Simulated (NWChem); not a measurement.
System: CH4FInO; SMILES C[O][InH][F]

The following NWChem deck was run.

```
start job
memory heap 200 mb stack 900 mb global 1100 mb
geometry units angstroms
  In    -0.298626    -0.093555     0.360559
  H     -1.610706    -0.531003     1.323259
  F      1.433512     0.563490     1.025893
  O     -0.291673    -0.172306    -1.611553
  C      0.828023     0.201638    -2.380062
  H      1.677978     0.535304    -1.765051
  H      1.151145    -0.655999    -2.978105
  H      0.541993     1.020897    -3.047719
end
basis spherical
  * library def2-svp
end
ecp
  In library def2-ecp
end
dft
  xc pbe0
  iterations 150
end
driver
  maxiter 120
end
task dft optimize
dft
  grid fine
  convergence energy 1d-8 density 1d-7
end
task dft freq numerical
```

def2 effective core potentials on In; no spin-orbit coupling.

The level has its own optimisation; frequencies are unscaled.

### Question
Predict the main results of this run. (PBE0/def2-SVP with def2 effective core potentials on In.) Quantities: r H–In (Å); r F–In (Å); r In–O (Å); r C–O (Å); highest harmonic frequency (cm⁻¹); lowest (cm⁻¹); zero-point energy (kcal/mol).

### Answer
The r H–In (Å) is 1.692 and the r F–In (Å) is 1.965. The r In–O (Å) comes out as 1.981 and the r C–O (Å) comes out as 1.401. The highest harmonic frequency (cm⁻¹) comes out as 3090. The lowest (cm⁻¹) comes out as 93 and the zero-point energy (kcal/mol) is 30.8.
